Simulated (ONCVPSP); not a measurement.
# u(r) = r·R(r): atom against pseudo-atom (N (Z = 7))

Columns: radius, all-electron u(r) and pseudo u(r) of the 2s shell (level -68.13 eV) of nitrogen in the configuration [He] 2s2; PBE, scalar-relativistic, ONCV scheme, ONCVPSP 4.0.1.

| r (bohr) | all-electron | pseudo |
| --- | --- | --- |
| 0.047 | -0.3255 | 0.0421 |
| 0.095 | -0.4529 | 0.0872 |
| 0.142 | -0.4502 | 0.1351 |
| 0.190 | -0.3685 | 0.1883 |
| 0.237 | -0.2443 | 0.2443 |
| 0.285 | -0.0954 | 0.3045 |
| 0.332 | 0.0573 | 0.3658 |
| 0.380 | 0.2105 | 0.4304 |
| 0.427 | 0.3514 | 0.4959 |
| 0.475 | 0.4823 | 0.5654 |
| 0.522 | 0.5958 | 0.6356 |
| 0.570 | 0.6964 | 0.7082 |
| 0.617 | 0.7799 | 0.7774 |
| 0.665 | 0.8501 | 0.8428 |
| 0.712 | 0.9047 | 0.8980 |
| 0.760 | 0.9468 | 0.9428 |
| 0.807 | 0.9758 | 0.9741 |
| 0.855 | 0.9942 | 0.9938 |
| 0.902 | 1.0023 | 1.0023 |
| 0.950 | 1.0018 | 1.0018 |
| 0.997 | 0.9938 | 0.9938 |
| 1.045 | 0.9791 | 0.9791 |
| 1.092 | 0.9594 | 0.9594 |
| 1.140 | 0.9348 | 0.9348 |
| 1.187 | 0.9072 | 0.9072 |
| 1.235 | 0.8763 | 0.8763 |

How many radial nodes do the two functions have?

The all-electron 2s function has n − l − 1 = 1; the pseudo-wave has 0, since the states of the same l below it are removed with the core.

At about which radius was the pseudo-wave matched?

0.95 bohr. The columns agree to 0.0005 from 0.85 bohr on; several derivatives are matched, so the curves merge somewhat inside the radius.

Where does each function peak?

Outermost all-electron maximum near 0.90 bohr, pseudo maximum near 0.90 bohr (to the table’s step).

Is the pseudo-wave norm-conserving?

Yes: the ONCV scheme keeps the norm inside the radius equal to the all-electron one, which fixes the energy derivative of the logarithmic derivative at the level.
